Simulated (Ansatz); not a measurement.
Consider the redistribution: `N[SiH](F)P` + `B/C=C/[SiH3]` → `B/C=C\[SiH](N)F` + `[SiH3]P`.

Isolated molecules relaxed with PBE0-D4/def2-TZVP in Ansatz; ΔE leaves out vibrations. CCSD(T)/CBS is the MP2 limit (def2-TZVPP, def2-QZVPP) plus CCSD(T) − MP2 in def2-TZVPP, frozen cores. This one scheme is used for every species. Double bonds are as drawn, so ΔE can hold a change between cis and trans. Functionals use def2-TZVPP. One conformer a species, not always the lowest.

| level | ΔE (eV) |
| --- | --- |
| ωB97X-V | 0.02 |
| ωB97M-V | 0.01 |
| B2PLYP | 0.03 |
| r2SCAN | 0.02 |
| MP2/def2-TZVPP | 0.02 |
| CCSD(T)/def2-TZVPP | 0.00 |
| HF/def2-QZVPP | 0.04 |
| MP2/CBS(def2) | 0.03 |

What does CCSD(T)/CBS give? (Best estimate.)

Ansatz gave: +0.02 eV. The listed levels differ from it by 0.00, -0.01, 0.01, 0.00, 0.00, -0.02, 0.02, 0.01 eV.

Largest T1 diagnostic among the species: 0.013.
